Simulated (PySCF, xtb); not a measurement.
C3H5ClOSi, SMILES Cl[Si@@H]1CC=CO1. The values are those of a single conformer.

Harmonic wavenumbers (cm⁻¹) from GFN2-xTB run with xtb at its own minimum, in rising order: 92, 142, 225, 403, 437, 545, 586, 667, 689, 736, 783, 799, 823, 840, 1006, 1046, 1084, 1149, 1219, 1265, 1452, 1689, 2338, 2964, 2994, 3108, 3132.

What does PySCF with PBE-D3(BJ)/def2-SVP give at its own minimum? (The exact figures need the calculation; the answer reports its results.)

84, 175, 243, 419, 454, 542, 639, 676, 702, 727, 745, 831, 839, 892, 940, 1025, 1060, 1141, 1175, 1310, 1350, 1629, 2223, 2969, 3027, 3131, 3152. Paired by order, the mean absolute difference is 33 cm⁻¹ and the zero-point energies are 46.1 and 45.9 kcal/mol.
